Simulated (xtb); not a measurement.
C2H6N, SMILES C([NH])C (connectivity only; charge and spin as stated), charge -1, multiplicity 1. All values are semi-empirical tight-binding results from xtb (GFN2-xTB unless named), good for trends rather than for accurate numbers. Coordinates come from a GFN2-xTB optimisation. The spin state was assumed, not searched. The isomer is the one that the SMILES or the coordinates give; other isomers of the formula were not compared. Other conformers were not sampled.

Optimised geometry:

```xyz
9

C     -1.2157     0.2902     0.0598
C      0.1752    -0.4398    -0.2564
N      1.3368     0.1884     0.1129
H     -2.0671    -0.2750    -0.3344
H     -1.2139     1.2858    -0.3840
H     -1.3372     0.3968     1.1392
H     -0.0252    -1.5206     0.1771
H      0.1862    -0.5834    -1.3567
H      1.3424     0.2760     1.1480
```
Charge -1, spin multiplicity 1.

| Quantity | Result |
|---|---|
| orbital gap | 8.18 eV |
| zero-point energy | 45.6 kcal/mol |
| G − E(el) at 298.15 K (modified RRHO) | 29.7 kcal/mol |
| static polarisability (D4 model) | 42.1 bohr³ |
| solvation energy, GFN2-xTB/ALPB(water) | -70.2 kcal/mol |
| solvation energy, GFN2-xTB/ALPB(octanol) | -61.9 kcal/mol |

Computed IR lines (harmonic; lines under 4 % of the strongest left out, lines within 3 cm⁻¹ merged):
ν (cm⁻¹): 360 (w), 460 (m), 718 (w), 936 (w), 1020 (w), 1106 (s), 1325 (w), 1348 (m), 1442 (m), 1864 (vs), 2729 (m), 2894 (m), 2967 (w), 2985 (w), 3042 (s) (against the strongest line: vs over 80 %, s over 45 %, m over 15 %, w over 4 %, vw less)

Q: Give the atomic charges and the Wiberg bond orders between heavy atoms. (An estimate is asked for; the answer gives what the named calculation found.)

A: charges (e) C1 -0.09, C2 0.12, N3 -0.68, H4 -0.05, H5 -0.02, H6 -0.02, H7 -0.16, H8 -0.07, H9 -0.03. Bond orders C1–C2 0.90, C2–N3 1.21.
